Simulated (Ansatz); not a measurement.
Compare A (`[SeH]C1CC=N1`) with its isomer B (`C=C[Se]C=N`).

Calculated with Ansatz (gas phase, PBE0-D4/def2-TZVP geometries, no zero-point term in ΔE). CCSD(T)/CBS is the MP2 limit (def2-TZVPP, def2-QZVPP) plus CCSD(T) − MP2 in def2-TZVPP, frozen cores. Functionals use def2-TZVPP. B3LYP here is the variant with VWN-RPA as its local correlation; programs differ in this. For Se outer-core shells are correlated without core-valence functions, which leaves a few kJ/mol of doubt a bond. Scalar relativity is left out up to krypton. Each species was taken in one conformer, which may not be the lowest.

(1) Which isomer does CCSD(T)/CBS put lower? Give the gap. (Estimate.)

(2) Give E(B) − E(A) in kcal/mol with B3LYP, B2PLYP, ωB97M-V, CCSD(T)/def2-TZVPP, HF/def2-TZVPP, B3LYP-D4, CCSD/def2-TZVPP. (An estimate is asked.)

Largest T1 diagnostic: 0.012.

## Answers

(1) Ansatz gave: B, by 6.7 kcal/mol.

(2) Ansatz gave: B3LYP -12.0, B2PLYP -9.9, ωB97M-V -5.8, CCSD(T)/def2-TZVPP -6.6, HF/def2-TZVPP -8.1, B3LYP-D4 -11.5, CCSD/def2-TZVPP -6.2. None reverses the order clearly.

In def2-TZVPP, CCSD(T) changes the Hartree–Fock value by +1.5 kcal/mol (the triples alone add −0.5 kcal/mol) and MP2 by +2.5 kcal/mol. From PBE to PBE0 (25 % exact exchange), in def2-TZVPP and without D4, E(B) − E(A) moves by +3.4 kcal/mol.
